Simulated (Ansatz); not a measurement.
C2H6N2Si, SMILES `NC1=C[SiH]1N` at its PBE0-D4/def2-TZVP geometry, where that method's forces vanish. Charge 0, multiplicity 1.

```xyz
11

N    -0.2569   -1.7478   -1.2586
C    -0.3696   -0.7622   -0.3444
C    -1.3484    0.0973    0.0506
Si    0.1761    0.4436    0.8865
N     1.1569    1.8064    0.6001
H     0.5325   -2.3654   -1.2161
H    -1.0836   -2.1133   -1.7032
H    -2.3859    0.2363   -0.2324
H     0.4993    0.0389    2.2773
H     1.9177    2.0536    1.2087
H     1.1619    2.3126   -0.2685
```

Task: What forces (eV/Å) does PBE-D4/def2-TZVPP give on these atoms in the Gaussian-basis code of Ansatz? (Estimate.)

Result: Computed: 
```
N1   0.075  0.087 -0.087
C2   0.233 -0.218 -0.054
C3  -0.400  0.244  0.059
Si4  0.090 -0.046  0.241
N5  -0.055  0.058  0.028
H6   0.281 -0.244 -0.007
H7  -0.306 -0.160 -0.191
H8  -0.241  0.041 -0.053
H9   0.034 -0.043  0.161
H10  0.271  0.095  0.201
H11  0.017  0.187 -0.297
```
